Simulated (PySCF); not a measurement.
BeBrGeH₃. Atoms are numbered in the order given.

```xyz
6

Be     0.0000     0.0000    -0.1341
Br     0.0000     0.0000    -2.0899
Ge     0.0000     0.0000     2.0559
H      1.2345     0.7127     2.6318
H     -1.2345     0.7127     2.6318
H      0.0000    -1.4255     2.6318
```
Charge 0, spin multiplicity 1.

Geometry optimised at ωB97X-D3(BJ)/def2-TZVP.

Method: ωB97X-D3(BJ)/def2-TZVP (PySCF).

Frequencies are harmonic and unscaled.

Modes within 1.5 cm⁻¹ of each other (mostly degenerate sets) share a row, with their intensities summed.

Problem. List the normal modes with their intensities. (Estimate from the structure and the level; the computed values follow.)

Solution. 
| mode | ν (cm⁻¹) | IR (km/mol) | moving atoms (share of kinetic energy) |
|---|---|---|---|
| 1–2 | 161 | 39.2 | Be 76 %, H 21 % |
| 3 | 205 | 3.4 | Ge 51 %, Br 47 % |
| 4–5 | 457 | 2.2 | H 76 %, Be 19 % |
| 6 | 822 | 170.1 | H 97 % |
| 7–8 | 908 | 69.4 | H 99 % |
| 9 | 914 | 186.9 | Be 94 % |
| 10–11 | 2162 | 274.8 | H 98 % |
| 12 | 2165 | 78.6 | H 100 % |
